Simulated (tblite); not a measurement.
Species: C4H7N3O2Si.
SMILES with atom numbers: `[OH:1][CH2:2][c:3]1[n:4][cH:5][n:6][n:7][c:8]1[O:9][SiH3:10]` (hydrogens: H11 on O1; H12, H13 on C2; H14 on C5; H15, H16, H17 on Si10)

Cartesian coordinates in Å at the GFN2-xTB level; atoms count from 1:
```
atom  x, y, z in Å
O1    -2.4677   -1.6561   -1.3009
C2    -1.1234   -1.4336   -0.9990
C3    -0.9005   -0.1793   -0.2215
N4    -1.9431    0.5606    0.0908
C5    -1.6963    1.6735    0.7884
N6    -0.5170    2.0807    1.1794
N7     0.5348    1.3593    0.8789
C8     0.3907    0.2423    0.1923
O9     1.4564   -0.4675   -0.0988
Si10   2.9933   -0.0163    0.3633
H11   -2.9737   -0.9203   -0.9233
H12   -0.5355   -1.3792   -1.9285
H13   -0.7254   -2.2803   -0.4184
H14   -2.5460    2.2863    1.0494
H15    3.0551    0.0293    1.8179
H16    3.3111    1.2671   -0.2478
H17    3.6801   -1.1544   -0.2321
```

Method: GFN2-xTB as coded in tblite; computed harmonic values from a numerical Hessian at the method's own geometry, unscaled. Against measured fundamentals such values can be off by several per cent, at times by over 20. Modes of hydrogen on silicon can be 10 to 20 % off. One conformer, not necessarily the lowest.

Harmonic wavenumbers (cm⁻¹): 46.0, 80.9, 81.1, 99.7, 147.3, 164.8, 254.4, 271.6, 302.3, 410.0, 455.1, 540.7, 554.1, 604.6, 608.2, 660.4, 739.1, 742.5, 743.4, 770.2, 801.0, 840.9, 872.3, 938.7, 947.7, 1098.1, 1134.0, 1177.2, 1191.4, 1208.1, 1235.3, 1263.3, 1340.3, 1370.4, 1430.7, 1444.9, 1489.2, 1547.8, 2311.7, 2321.6, 2325.8, 2848.0, 2890.9, 3090.0, 3426.7.

A = 1794, B = 875.5, C = 594.6 MHz; mass 157.031 u (most abundant isotopes); point group Cs, symmetry number 1.

**Question.** What is the zero-point energy?

**Answer.** Half the sum of the wavenumbers: 24411 cm⁻¹ = 292.02 kJ/mol.

**Question.** What is S at 273.15 K and 1 bar for an ideal gas of classical rigid rotors and harmonic oscillators?

**Answer.** Translation 170.10, rotation 125.35, vibration 123.72: S = 419.2 J/(mol K).

**Question.** And Cp and H(273.15 K) − H(0)?

**Answer.** Cp = 158.63 J/(mol K), of which vibrations give 125.37 (their classical limit is 45 R = 374.2); H(273.15 K) − H(0) = 26.74 kJ/mol without the zero-point energy, 17.65 from vibrations.

**Question.** Which modes carry the vibrational entropy at 273.15 K?

**Answer.** 46.0 cm⁻¹: 20.12; 80.9 cm⁻¹: 15.47; 81.1 cm⁻¹: 15.45; 99.7 cm⁻¹: 13.76; 147.3 cm⁻¹: 10.63; 164.8 cm⁻¹: 9.75 J/(mol K); the other 39 give 38.54 together.

**Question.** What must be added to the electronic energy to get the Gibbs energy at 273.15 K and 1 bar?

**Answer.** ZPE + [H(273.15 K) − H(0)] − T·S = 292.02 + 26.74 − 114.50 = 204.26 kJ/mol.

**Question.** How do the functions run with temperature in this model?

**Answer.** 
| T (K) | S (J/(mol K)) | Cp (J/(mol K)) | H − H(0) (kJ/mol) | G − H(0) (kJ/mol) | ln q(vib) |
| --- | --- | --- | --- | --- | --- |
| 100 | 304.0 | 84.1 | 5.83 | -24.57 | 2.04 |
| 200 | 375.0 | 126.2 | 16.32 | -58.69 | 5.01 |
| 300 | 434.6 | 170.2 | 31.15 | -99.22 | 7.87 |
| 500 | 539.4 | 241.6 | 72.80 | -196.90 | 13.41 |
| 800 | 668.2 | 304.5 | 155.72 | -378.80 | 21.12 |
| 1000 | 739.0 | 329.5 | 219.28 | -519.69 | 25.78 |

q(vib) and H(0) count from the zero-point level.

**Question.** Blend soft modes into free rotors: weight 1/[1 + (100 cm⁻¹/ν̃)⁴] for the oscillator and the rest for a rotor with moment μB/(μ + B), μ = h/(8π²ν), B = 10⁻⁴⁴ kg m². What vibrational entropy results?

**Answer.** 113.30 J/(mol K) in place of 123.72, which changes −T·S at 273.15 K by +2.85 kJ/mol.

Hindered rotation and anharmonicity are outside this model. Other conformers, if any are populated, would add a mixing term that is left out.

On one thread, Arm Neoverse N1 (aarch64), shared host with 64 logical CPUs at a one-minute load of 59, this took 1.2 s. This covers the Hessian and the dipole derivatives.
